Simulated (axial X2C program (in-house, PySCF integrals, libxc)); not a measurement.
**Which molecule gave these maps?**

PBE0 fields computed with an in-house relativistic program for diatomic molecules, 2c, near the equilibrium distance, one atom at z = 0.

The maps cover the half plane through the axis: z from -2.4 to 4.5 Å along the bond, ρ from 0.15 to 2.25 Å away from it (steps of 0.3 Å, the bottom row nearest the axis).

log10 of the density in e/bohr³:

digits 0 to 9 span -5.29 to 1.76 evenly
```
001122223333322222222110
011222333333333333322211
012233344444444443333221
112334445544444444443322
122344555555555555444332
123345666665555555544332
223455677766556765554432
223456789876667886554433
```

Electron localisation function (collinear form, no current term, damped to 0 at low density):

digits 0 to 9 span 0.00 to 1.00 evenly
```
000000000000000000000000
000000000111111011211000
000000001112332234664200
000000011223555467898620
000000123223676579999961
000001356533662128999983
000012576753530511999995
000014716173517580899996
```

Axial spin density in 10⁻³ e/bohr³:

digits 0 to 9 span -6.27 to 6.27 evenly, values beyond are clipped
```
555555555555555555555555
555555555555555445555555
555555566666555445555555
555555678887765455655555
544455699999975457876555
444444489989996479997655
444432100016996479999655
444433990993994999999755
```

Question: Which molecule is it?
A. PdSi⁺
B. RaS
C. CaB²⁺
D. CsH

Answer: A. PdSi⁺, with Pd at z = 0 and Si at z = 2.142 Å, state Ω = 1/2 (⟨Sz⟩ = 0.50, ⟨Lz⟩ = 0.00 at PBE0), basis Pd dyall-v2z [10s10p7d2f], Si dyall-v2z [7s7p1d] (cores contracted in-house). One determinant describes the state; a PBE0 search over occupations chose it and may have missed a lower one. Density functionals use the spin component along the axis (collinear).
